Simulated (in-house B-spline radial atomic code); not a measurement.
# RPA and G0W0 on BHandHLYP: Ge III (Ge2+)

Configuration [Ar] 3d10 4s2, mean-field start BHandHLYP. Computed with a B-spline radial code for spherical atoms: all electrons, non-relativistic, point nucleus, each spin shell either full or empty, empty states to l = 9 with an (l + 1/2)⁻⁴ tail; G0W0 by contour deformation at full frequency.

Command:
```bash
python run_gw.py task.json out
```
Settings (radii: box in bohr, nucleus in fm):
```
Z                        32
electrons                30
configuration            [Ar] 3d10 4s2
hamiltonian              nr
method                   bhandhlyp
lmax                     9
spin_polarised           False
box_radius               17.55
intervals                52
ion_configuration        [Ar] 3d10 4s1
```

Time taken, with all properties: 5.3 s on 1 thread of Arm Neoverse N1, with other jobs on the host.

Energies (hartree):

| term | value |
| --- | --- |
| mean-field total | -2076.08793 |
| Hartree-Fock functional on these orbitals | -2074.52095 |
| direct second order | -2.521 |
| second-order exchange | 0.7297 |
| SOSEX correction | 0.6644 |

(1) What is the RPA correlation energy, and what remains with SOSEX?

Quasi-particle levels (eV):

```tsv
level	occupied	mean field	Σx - vxc	Σc	QP weight	G0W0
4s	yes	-30.88	-1.13	?	?	?
3d	yes	-57.66	-7.03	3.17	0.897	-61.52
4p	no	-17.727	2.91	-1.21	0.960	-16.032
```

G0W0 = mean field + (Σx - vxc) + Σc, with Σc (partial-wave tail included) taken at the quasi-particle energy. Only the outer levels were computed. Levels of low weight are left out.

(2) Where does G0W0 put 4s?

(3) What does it cost to remove one electron (to [Ar] 3d10 4s1) by differences of total energies, each species on its own start (correlation terms add to the Hartree-Fock functional)?

## Answers

(1) RPA gives -2.1595 hartree (-1.96 eV per electron); RPA + SOSEX gives -1.4951, and the second-order doubles -1.7913 hartree (no singles). RPA lacks exchange-type terms and so overcorrelates at short range.

(2) At -33.78 eV, with Σc = -1.77 eV and a quasi-particle weight of 0.957. The tabulated removal energy is 34.058 ± 0.0012 eV (NIST, measured); the calculation leaves out relativity, Breit and QED terms, and what these don't explain is the method's own error.

(3) BHandHLYP 33.45 eV, Hartree-Fock functional 31.70 eV, + RPA 33.68 eV, + RPA + SOSEX 33.22 eV, + second order 33.98 eV. Tabulated: 34.058 ± 0.0012 eV (NIST, measured); the calculation leaves out relativity, Breit and QED terms, and what these don't explain is the method's own error.
